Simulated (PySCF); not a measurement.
# Energy of Ru²⁺ (ruthenium, charge +2) between two integer charges

The 4d beta orbital of [Kr] 4d6 is emptied in steps (occupation f), with all orbitals relaxed, ending at [Kr] 4d5. All numbers are calculated (PySCF 2.14, the spin-free X2C one-electron Hamiltonian (Gaussian nucleus), in x2c-TZVPall). The exact energy is a straight line in f; departures are measured from the line between the end points of the same method.

Among BHandHLYP, wB97X, TPSS, which shows the largest delocalisation error (convex curve), and which is closest to linear?

Most convex: TPSS (-1.426 eV at f = 0.4); closest to linear: wB97X (-0.413 eV).

```tsv
f	BHandHLYP (eV)	wB97X (eV)	TPSS (eV)
1	0.000	0.000	0.000
0.8	-0.401	-0.274	-0.943
0.6	-0.607	-0.412	-1.421
0.4	-0.614	-0.413	-1.426
0.2	-0.415	-0.272	-0.954
0	0.000	0.000	0.000
```

```json
{"method": "BHandHLYP", "E(f=0) − E(f=1) (eV)": "28.260", "−ε at f=1 (eV)": "25.782", "−ε at f=0.4 (eV)": "28.735"}
{"method": "wB97X", "E(f=0) − E(f=1) (eV)": "28.464", "−ε at f=1 (eV)": "26.768", "−ε at f=0.4 (eV)": "28.815"}
{"method": "TPSS", "E(f=0) − E(f=1) (eV)": "28.576", "−ε at f=1 (eV)": "22.705", "−ε at f=0.4 (eV)": "29.738"}
```

Reference removal energy between the ground levels: 28.47 eV (semi-empirical (NIST evaluation); NIST Atomic Spectra Database, ionization energies). The calculation has no spin-orbit coupling. The determinant left behind need not be the lowest term of the ion.
